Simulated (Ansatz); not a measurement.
C7H7F, SMILES `Cc1ccc(F)cc1`, 15 atoms. The species carries charge 0 and has multiplicity 1. All runs use 2 threads of an AMD EPYC 7R13 on a shared host and a share of an NVIDIA H100 80 GB. Correlated methods freeze the cores. Open-shell runs search over several starts.

Q: How many basis functions does each run have, and how long does it take in Ansatz? UKS PBE-D4/def2-TZVPP energy of the cation; direct RPA on PBE orbitals/def2-TZVPP energy; UKS r2SCAN-D4/def2-TZVPP energy of the cation; UHF-MP2/def2-QZVPP energy of the cation; RKS PBE0-D4/def2-TZVPP energy; UKS ωB97X-V/def2-TZVPP energy of the cation; RKS PBE0-D4/def2-QZVPP energy; RHF-CCSD(T)/def2-SVP energy; RHF-MP2/def2-QZVPP energy; UKS B3LYP-D4/def2-TZVPP energy of the cation; RKS PBE0-D4/def2-TZVP relaxation (5 steps); RKS ωB97M-V/def2-QZVPP energy. (Best estimate.)

A: Ansatz gave: Other jobs shared the machine, so times are rough.

| level | job | functions | wall time | peak host memory (GiB) |
| --- | --- | --- | --- | --- |
| UKS B3LYP-D4/def2-TZVPP | energy of the cation | 346 | 5.5 s | 0.94 |
| UKS PBE-D4/def2-TZVPP | energy of the cation | 346 | 7.5 s | 0.94 |
| RKS PBE0-D4/def2-TZVPP | energy | 346 | 8 s | 0.86 |
| direct RPA on PBE orbitals/def2-TZVPP | energy | 346 | 8 s | 1.6 |
| RKS PBE0-D4/def2-QZVPP | energy | 666 | 8.5 s | 1.2 |
| RHF-CCSD(T)/def2-SVP | energy | 147 | 9 s | 0.78 |
| UKS r2SCAN-D4/def2-TZVPP | energy of the cation | 346 | 9.5 s | 1 |
| RHF-MP2/def2-QZVPP | energy | 666 | 10 s | 1.3 |
| RKS ωB97M-V/def2-QZVPP | energy | 666 | 12 s | 1.3 |
| RKS PBE0-D4/def2-TZVP | relaxation (5 steps) | 290 | 13 s | 0.91 |
| UKS ωB97X-V/def2-TZVPP | energy of the cation | 346 | 16 s | 1.1 |
| UHF-MP2/def2-QZVPP | energy of the cation | 666 | 22 s | 1.4 |

B3LYP here is the variant with VWN-RPA as its local correlation; programs differ in this.
